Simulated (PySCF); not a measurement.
## Ionisation energy of Pb⁴⁶⁺ by level of theory

Pb⁴⁶⁺ [Kr] → Pb⁴⁷⁺ [Ar] 3d10 4s2 4p5 [4p1/2^2 4p3/2^3, M_J = 3/2], as a difference of total energies. All numbers are calculated (PySCF 2.14, the two-component X2C-1e Hamiltonian, in an uncontracted even-tempered set (16 s from 6.3 bohr⁻², ratio 2.8; 14 p from 8.2 bohr⁻², ratio 2.8; 8 d from 15 bohr⁻², ratio 2.8; 4 f from 39 bohr⁻², ratio 3)). Correlated levels: [Ne] frozen; the 78 highest virtual spinors dropped. "Screened" scales the spin-orbit matrix elements by Boettger's factors to mimic the two-electron term; Breit and QED terms are absent.

```
                    method  ionisation energy (eV)
           GHF (spin-free)                  2582.8
          GMP2 (spin-free)                  2584.1
 GHF (screened spin-orbit)                  2536.0
GMP2 (screened spin-orbit)                  2537.3
```

Breit and QED terms and the two-electron picture change are absent.

The spin-free rows lack the spin-orbit shift.

For comparison: 2543 ± 4 eV (theoretical estimate listed by NIST; NIST Atomic Spectra Database, ionization energies).
